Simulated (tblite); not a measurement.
Compound: C₅H₉F₃GeO.
Atom-mapped SMILES: `[F:1][C:2]([F:3])([F:4])[O:5][C@@H:6]1[CH2:7][CH2:8][C@@H:9]1[GeH3:10]` (hydrogens: H11 on C6; H12, H13 on C7; H14, H15 on C8; H16 on C9; H17, H18, H19 on Ge10)

Computed with GFN2-xTB (tblite), gas phase: L-BFGS steps from a force-field or distance-geometry start until the largest atomic force falls under 0.01 eV/Å.

Step 89: E = -965.8629 eV
```
atom  x, y, z in Å  |  force x, y, z in eV/Å
F1     -3.0840    0.4570   -0.1278    0.048  -0.001  -0.019
C2     -2.2661    0.0265   -1.1090    0.026  -0.011  -0.006
F3     -2.6191   -1.2595   -1.3135   -0.033   0.022  -0.008
F4     -2.5904    0.6958   -2.2089   -0.013  -0.012   0.027
O5     -0.9895    0.1797   -0.8484   -0.015  -0.028   0.025
C6     -0.4937   -0.4622    0.3500    0.009  -0.014  -0.015
C7     -0.2498    0.4778    1.5337   -0.050  -0.012  -0.035
C8      1.2168    0.0263    1.5684   -0.019   0.014   0.024
C9      1.0056   -0.7087    0.2332   -0.001   0.003   0.019
Ge10    1.7490    0.2374   -1.3392    0.022  -0.025   0.050
H11    -1.1111   -1.3367    0.5708    0.022   0.015  -0.011
H12    -0.8460    0.2783    2.4215    0.013  -0.009  -0.007
H13    -0.3709    1.5193    1.2452    0.011   0.010  -0.008
H14     1.9452    0.8350    1.5492    0.044   0.002   0.010
H15     1.4437   -0.6374    2.4002   -0.004  -0.005   0.005
H16     1.2894   -1.7614    0.2363   -0.004   0.011  -0.004
H17     1.3858    1.6776   -1.2936   -0.013   0.030  -0.026
H18     1.3296   -0.3883   -2.6220   -0.022   0.014  -0.023
H19     3.2457    0.1529   -1.2536   -0.020  -0.007   0.002
```

Step 90: E = -965.8636 eV
```
atom  x, y, z in Å  |  force x, y, z in eV/Å
F1     -3.0701    0.4802   -0.1184    0.046   0.001  -0.033
C2     -2.2659    0.0364   -1.1051    0.032  -0.022  -0.002
F3     -2.6382   -1.2450   -1.3046   -0.032   0.014   0.000
F4     -2.5892    0.7059   -2.2055   -0.003  -0.005   0.050
O5     -0.9852    0.1721   -0.8531   -0.013  -0.029   0.014
C6     -0.4905   -0.4702    0.3457    0.017  -0.027  -0.024
C7     -0.2575    0.4675    1.5333   -0.051  -0.016  -0.043
C8      1.2140    0.0322    1.5683   -0.020   0.019   0.021
C9      1.0109   -0.7081    0.2342    0.010   0.006   0.029
Ge10    1.7530    0.2326   -1.3420    0.006  -0.022   0.060
H11    -1.1005   -1.3514    0.5595    0.001   0.020  -0.007
H12    -0.8544    0.2569    2.4180    0.020  -0.002  -0.001
H13    -0.3881    1.5089    1.2488    0.001   0.012  -0.004
H14     1.9317    0.8504    1.5453    0.046   0.002   0.011
H15     1.4512   -0.6250    2.4026   -0.009  -0.008  -0.005
H16     1.3011   -1.7593    0.2453   -0.014   0.019  -0.014
H17     1.3806    1.6703   -1.3060   -0.014   0.036  -0.027
H18     1.3387   -0.4042   -2.6205   -0.023   0.012  -0.029
H19     3.2486    0.1591   -1.2534    0.000  -0.011   0.003
```

Problem. Estimate the geometry and energy of step 91. (The exact step hangs on the optimiser's Hessian estimate; all steps are aligned on step 90, rigid shifts and turns removed.)

Solution. E = -965.8643 eV, largest force 0.061 eV/Å
```
atom  x, y, z in Å  |  force x, y, z in eV/Å
F1     -3.0556    0.5007   -0.1099    0.035   0.006  -0.031
C2     -2.2651    0.0447   -1.1018    0.028  -0.029   0.003
F3     -2.6567   -1.2312   -1.2973   -0.025  -0.002   0.009
F4     -2.5881    0.7155   -2.2017    0.012   0.005   0.060
O5     -0.9810    0.1636   -0.8577    0.000  -0.029  -0.011
C6     -0.4868   -0.4782    0.3414    0.021  -0.032  -0.024
C7     -0.2649    0.4584    1.5313   -0.032  -0.011  -0.036
C8      1.2110    0.0375    1.5696   -0.014   0.018   0.007
C9      1.0164   -0.7077    0.2365    0.019   0.008   0.030
Ge10    1.7562    0.2280   -1.3435   -0.017  -0.005   0.049
H11    -1.0896   -1.3651    0.5494   -0.024   0.015   0.000
H12    -0.8625    0.2394    2.4132    0.018   0.004   0.008
H13    -0.4017    1.4995    1.2492   -0.015   0.015  -0.001
H14     1.9207    0.8629    1.5439    0.036   0.000   0.012
H15     1.4560   -0.6140    2.4063   -0.017  -0.010  -0.013
H16     1.3125   -1.7573    0.2540   -0.019   0.019  -0.020
H17     1.3750    1.6640   -1.3160   -0.012   0.032  -0.027
H18     1.3435   -0.4172   -2.6188   -0.018   0.013  -0.020
H19     3.2509    0.1658   -1.2557    0.022  -0.017   0.005
```

The energy changes by -0.0008 eV. The first-order estimate −F·Δx gives -0.0010 eV and the mean of the old and new forces, exact on a quadratic surface, -0.0007 eV. The step makes an angle of 85° with the force vector and moves no atom by more than 0.026 Å.

The cost below is that of the whole relaxation. On one thread, Arm Neoverse N1 (aarch64), shared host with 64 logical CPUs at a one-minute load of 57, this took 1.9 s of wall time.
